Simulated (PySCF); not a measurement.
C4H7IO.
Numbering: `[OH:1][CH2:2]/[CH:3]=[CH:4]\[CH2:5][I:6]` (hydrogens: H7 on O1; H8, H9 on C2; H10 on C3; H11 on C4; H12, H13 on C5)

Method: PBE0-D3(BJ)/def2-SVP geometry optimisation, gas phase, def2 core potentials past Kr (PySCF 2.14.0); density fitting, grid level 1; the optimiser is geomeTRIC in internal coordinates, started from a GFN2-xTB structure with every atom displaced at random (about 0.01 Å).

Step 1: E = -14397.7943 eV
```
atom  x, y, z in Å  |  force x, y, z in eV/Å
O1     -2.2608   -0.3710    1.5610    0.187   0.009  -0.057
C2     -0.9310   -0.3633    1.1114   -0.058  -0.115   0.091
C3     -0.7852    0.0895   -0.3108   -0.257   0.110  -0.242
C4      0.3638    0.1825   -0.9958    0.034  -0.016   0.091
C5      1.6927   -0.1300   -0.4201   -0.001   0.076  -0.190
I6      2.5402    1.6074    0.6298    0.031  -0.026   0.006
H7     -2.5127    0.5432    1.7171   -0.080   0.056   0.003
H8     -0.5629   -1.4022    1.1855   -0.044  -0.025   0.062
H9     -0.2745    0.2298    1.7823    0.036   0.028  -0.077
H10    -1.7298    0.3524   -0.8170    0.202  -0.131   0.106
H11     0.3396    0.5205   -2.0377    0.012   0.059   0.083
H12     1.6753   -0.9151    0.3446    0.015  -0.008   0.018
H13     2.4500   -0.3607   -1.1822   -0.079  -0.017   0.107
```

Step 2: E = -14397.8028 eV
```
atom  x, y, z in Å  |  force x, y, z in eV/Å
O1     -2.2527   -0.3673    1.5695    0.036   0.016   0.036
C2     -0.9278   -0.3600    1.1129   -0.122  -0.041   0.027
C3     -0.7999    0.0734   -0.3180    0.113  -0.046   0.082
C4      0.3586    0.1892   -0.9816    0.023   0.063  -0.166
C5      1.6927   -0.1295   -0.4255   -0.092   0.041   0.045
I6      2.5626    1.5742    0.6596    0.010  -0.004   0.002
H7     -2.5278    0.5469    1.6925   -0.001  -0.016  -0.024
H8     -0.5483   -1.3922    1.2210   -0.036  -0.002   0.012
H9     -0.2721    0.2661    1.7532    0.035   0.000  -0.021
H10    -1.7422    0.3057   -0.8290    0.044  -0.012   0.014
H11     0.3371    0.5563   -2.0119    0.009   0.011  -0.023
H12     1.6836   -0.9328    0.3209    0.004   0.005   0.016
H13     2.4410   -0.3472   -1.1954   -0.024  -0.014   0.001
```

Task: Estimate the geometry and energy of step 3. (The exact step hangs on the optimiser's Hessian estimate; all steps are aligned on step 2, rigid shifts and turns removed.)

Result: E = -14397.8038 eV, largest force 0.205 eV/Å
```
atom  x, y, z in Å  |  force x, y, z in eV/Å
O1     -2.2430   -0.3551    1.5742   -0.019   0.024   0.032
C2     -0.9209   -0.3713    1.1157    0.037   0.039  -0.032
C3     -0.7880    0.0584   -0.3179   -0.055  -0.022  -0.040
C4      0.3565    0.2004   -0.9998    0.046  -0.038   0.196
C5      1.6793   -0.1212   -0.4254    0.049   0.019  -0.001
I6      2.5559    1.5695    0.6742    0.004   0.013  -0.007
H7     -2.5161    0.5631    1.6740    0.031  -0.033  -0.031
H8     -0.5563   -1.4068    1.2417   -0.016   0.004  -0.035
H9     -0.2537    0.2585    1.7404    0.022  -0.027   0.036
H10    -1.7319    0.2796   -0.8206   -0.139   0.029  -0.055
H11     0.3330    0.5803   -2.0251   -0.011  -0.012  -0.008
H12     1.6566   -0.9251    0.3207   -0.011   0.024  -0.009
H13     2.4335   -0.3473   -1.1841    0.062  -0.021  -0.045
```

The energy changes by -0.0010 eV. The first-order estimate −F·Δx gives -0.0109 eV and the mean of the old and new forces, exact on a quadratic surface, -0.0012 eV. The step makes an angle of 64° with the force vector and moves no atom by more than 0.029 Å.

The cost below is that of the whole optimisation. Hardware: an Arm Neoverse V2 with one thread (shared host). Cost: 2.8 min of wall time, 0.52 GiB resident at most.
